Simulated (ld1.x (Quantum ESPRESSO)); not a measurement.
# scandium, RRKJ: configuration errors across variants

| Property | Result |
| --- | --- |
| Element | scandium |
| Generator | ld1.x (Quantum ESPRESSO) 7.5 |
| Type | norm-conserving RRKJ (Kleinman–Bylander form) |
| Functional | PW91 |
| Relativity | fully relativistic |
| Frozen core | [Ar] |
| Valence charge | 3 |
| Reference configuration | 3d1 4s1.75 4p0 (charge +0.25) |
| Partial waves | 4p (bound, empty): rc 3.70 bohr; 3d (bound): rc 2.10 bohr; 4s (bound): rc 2.30 bohr |
| Local potential | the s channel |
| Core correction | none |
| rho0 | 0.02 |

Open shells are filled in proportion to 2j + 1 (rel_dist='average').

All-electron excitation energies from the reference (eV): (1) 3d1 4s2 4p0 -1.219; (2) 3d1 4s1 4p0 5.718; (3) 3d1 4s0 4p0 18.502; (4) 3d0 4s2 4p1 2.285; (5) 3d1.5 4s1.5 4p0 -0.548; (6) 3d1 4s0 4p1 9.151; (7) 3d2 4s0 4p0 6.352.

A true bound ghost makes a file unfit for plane-wave use even where its test errors are small: the radial tests pick states by their node count and pass the ghost by.

The file “all radii scaled by about 0.78 (s 1.78, p 2.88, d 1.64 bohr)” misses its own reference levels by 0.5 eV.

Errors AE − PS in meV (a dash: test not solved or not reliable):

```csv
change,(1),(2),(3),(4),(5),(6),(7),bound ghosts
base,-0.1,+0.6,+204,+571,+20,+11,+147,none
"all radii scaled by about 0.78 (s 1.78, p 2.88, d 1.64 bohr)",+4.3,+7.3,+381,+2131,+207,+182,+459,not determined
"all radii scaled by about 0.84 (s 1.94, p 3.12, d 1.78 bohr)",+0.4,+8.7,+303,+1457,+90,+105,+315,"p3/2, p1/2"
"all radii scaled by about 0.93 (s 2.14, p 3.44, d 1.96 bohr)",0.0,+2.7,+209,+690,+27,+15,+162,none
"all radii scaled by about 1.17 (s 2.70, p 4.32, d 2.46 bohr)",0.0,+2.5,+214,+743,+39,+27,+266,none
"all radii scaled by about 1.24 (s 2.84, p 4.58, d 2.60 bohr)",+0.1,+3.2,+212,+787,+47,+32,+318,none
"all radii scaled by about 1.30 (s 2.98, p 4.80, d 2.72 bohr)",+0.1,+3.7,+206,+830,+57,+35,+376,none
"all radii scaled by about 1.38 (s 3.18, p 5.10, d 2.90 bohr)",+0.1,+3.8,+190,+865,+67,+35,+438,none
```

Q: Give the same row for: all radii scaled by about 1.09 (s 2.50, p 4.02, d 2.28 bohr).

A: -0.1, +1.4, +211, +656, +29, +20, +204; bound ghosts: none.
